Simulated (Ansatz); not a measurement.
`[F][GeH2][AlH2]` + H–F → `[F][GeH2][F]` + `[AlH3]` at 700 K and 1 bar (cleavage of the Ge–Al bond).

Gas-phase electronic energies from Ansatz, PBE0-D4/def2-TZVP geometries. CBS: MP2 limit from def2 TZ/QZ plus the TZ coupled-cluster correction, frozen cores. This one scheme is used for every species. For Ge outer-core shells are correlated without core-valence functions, which leaves a few kJ/mol of doubt a bond. Scalar relativity is left out up to krypton.

| species | CCSD(T)/CBS energy (Eh) | H − E (kJ/mol) | S (J/(mol·K)) |
| --- | --- | --- | --- |
| `[F][GeH2][AlH2]` | -2420.33314 | 144.2 | 421.5 |
| H–F | -100.39570 | 45.2 | 198.5 |
| `[F][GeH2][F]` | -2276.96403 | 97.5 | 340.8 |
| `[AlH3]` | -243.78045 | 80.2 | 251.4 |

H − E and S are ideal-gas, rigid-rotor, harmonic terms from PBE0-D4/def2-TZVP. 1 Eh = 2625.50 kJ/mol, R = 8.31446 J/(mol·K).

Problem. By hand: ΔE, ΔH, ΔS and ΔG.

Solution. ΔE = (-2276.96403) + (-243.78045) − (-2420.33314) − (-100.39570) = -0.01564 Eh = -41.1 kJ/mol. Δ(H − E) = 97.5 + 80.2 − 144.2 − 45.2 = -11.7, so ΔH = -52.8 kJ/mol. ΔS = 340.8 + 251.4 − 421.5 − 198.5 = -27.8 J/(mol·K). ΔG = -52.8 − 700 × (-27.8)/1000 = -33.3 kJ/mol.

Problem. By hand: the equilibrium constant, and the temperature at which ΔG would vanish if ΔH and ΔS stayed fixed.

Solution. log₁₀ K = −ΔG/(RT ln 10) = 2.5. ΔG = 0 at ΔH/ΔS = 1899 K.

TΔS isn't small against ΔH here. A doubt of 5 kJ/mol in ΔE shifts log₁₀ K by 0.4 here. These are equilibria of isolated gas molecules and say nothing of rates. Largest T1 diagnostic: 0.012 (customary marks: 0.02 for closed shells, 0.045 for open ones).
